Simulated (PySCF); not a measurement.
**BaNa: frontier orbitals**

PBE0 at R = 3.937 Å; Ba x2c-TZVPall, Na x2c-TZVPall; spin-free X2C with a Gaussian nucleus (PySCF 2.14). State: ²Σ⁺ (doublet), unpaired electrons σ ↑. Only the outer orbitals are listed, counted within each symmetry.

| spin | orbital | occ. | ε (eV) | on Ba (%) | main shells (%) |
| --- | --- | --- | --- | --- | --- |
| α | 6π | 1 | -31.43 | 0 | 100 Na p |
| α | 6π | 1 | -31.43 | 0 | 100 Na p |
| α | 13σ | 1 | -31.42 | 0 | 100 Na p |
| α | 7π | 1 | -20.23 | 100 | 100 Ba p |
| α | 7π | 1 | -20.23 | 100 | 100 Ba p |
| α | 14σ | 1 | -20.15 | 100 | 100 Ba p |
| α | 15σ | 1 | -4.09 | 59 | 60 Ba s, 38 Na s |
| α | 16σ | 1 | -3.07 | 60 | 40 Na s, 27 Ba s, 17 Ba d |
| α | 8π | 0 | -1.20 | 89 | 88 Ba d, 11 Na p |
| α | 8π | 0 | -1.20 | 89 | 88 Ba d, 11 Na p |
| α | 3δ | 0 | -1.19 | 100 | 100 Ba d |
| β | 6π | 1 | -31.39 | 0 | 100 Na p |
| β | 6π | 1 | -31.39 | 0 | 100 Na p |
| β | 13σ | 1 | -31.38 | 0 | 100 Na p |
| β | 7π | 1 | -20.16 | 100 | 100 Ba p |
| β | 7π | 1 | -20.16 | 100 | 100 Ba p |
| β | 14σ | 1 | -20.07 | 100 | 100 Ba p |
| β | 15σ | 1 | -3.79 | 75 | 68 Ba s, 21 Na s |
| β | 16σ | 0 | -1.66 | 59 | 42 Na s, 29 Ba s, 20 Ba p |
| β | 8π | 0 | -1.14 | 88 | 80 Ba d, 11 Na p |
| β | 8π | 0 | -1.14 | 88 | 80 Ba d, 11 Na p |

Which are the highest filled and the lowest empty level, where do they sit, and how wide is the gap?

Highest filled α 16σ at -3.07 eV (in %: 40 Na s, 27 Ba s, 17 Ba d); lowest empty β 16σ at -1.66 eV (in %: 42 Na s, 29 Ba s, 20 Ba p); the gap at PBE0 is 1.41 eV.

```
bond order (Mayer)                               : 0.76
⟨S²⟩                                             : 0.772
charge on Ba (Mulliken, basis-dependent)         : 0.07
charge on Ba (Löwdin, basis-dependent)           : 0.10
dipole moment (positive dipole means Ba(−)Na(+)) : -0.51 D
polarisability along the bond                    : 651.4 bohr³
polarisability across the bond                   : 383.7 bohr³
```

Spin–orbit coupling is left out. The state is the lowest determinant that a PBE0 search found; another state may lie lower at other levels.
